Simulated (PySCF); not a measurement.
# Pb: ionisation energy

Pb [Xe] 4f14 5d10 6s2 6p2 (3P) → Pb⁺ [Xe] 4f14 5d10 6s2 6p1 (2P), as a difference of total energies. Computed with PySCF 2.14 in def2-QZVPPD with the def2 core potential (60 electrons), with a scalar-relativistic core potential. Correlated levels: valence: 5s2 5p6 5d10 frozen; valence and next inner shell: nothing frozen outside the core potential. The calculations carry no spin-orbit coupling.

```csv
method,ionisation energy (eV),difference from reference (eV)
UHF,6.563,-0.854
LDA,7.159,-0.258
PBE,6.977,-0.440
PBE0,7.014,-0.403
r2SCAN,7.094,-0.323
LC-wPBE,7.071,-0.346
B2PLYP,6.886,-0.531
B3LYP,7.007,-0.410
revPBE,6.912,-0.505
MP2 (valence),6.847,-0.570
SCS-MP2 (valence),6.783,-0.634
MP2 (valence and next inner shell),7.007,-0.410
SCS-MP2 (valence and next inner shell),6.878,-0.539
```

Reference: 7.417 eV (measured; NIST Atomic Spectra Database, ionization energies).

Spin-orbit coupling is strong in these open shells (close to jj coupling). The scalar numbers leave it out and a first-order estimate fails, so it can dominate the gap to the real levels.

Errors of the correlated levels include the incompleteness of this basis and the frozen core.
